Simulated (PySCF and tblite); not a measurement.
Results of a calculation; reference values are marked as such.
System: C₄H₉BO, numbered as in [CH2:1]=[CH:2][B:3]([CH3:4])[O:5][CH3:6].

The path came from a restrained scan, a climbing-image band and a saddle search at GFN2-xTB; energies are PBE0/pcSseg-1 + D3(BJ)//B3LYP-D3(BJ)/def2-SVP, thermal terms GFN2-xTB. Rate constants are transition-state-theory values, counting equivalent paths, without tunnelling. Run with tblite and PySCF.

Estimate the barrier and the room-temperature rate of the rotation about the B3–C2 bond (torsion C4–B3–C2–C1 from 0° to 179°, rising).

The electronic barrier is 5.5 kcal/mol and ΔG‡(298 K) 5.6 kcal/mol, over a C1 saddle with an imaginary mode of 74i cm⁻¹ (GFN2-xTB). With 2 equivalent paths, k is 9.4×10⁸ s⁻¹, a mean lifetime of the start of 1.1 ns against this motion. The end lies 0.8 kcal/mol above the start in free energy.
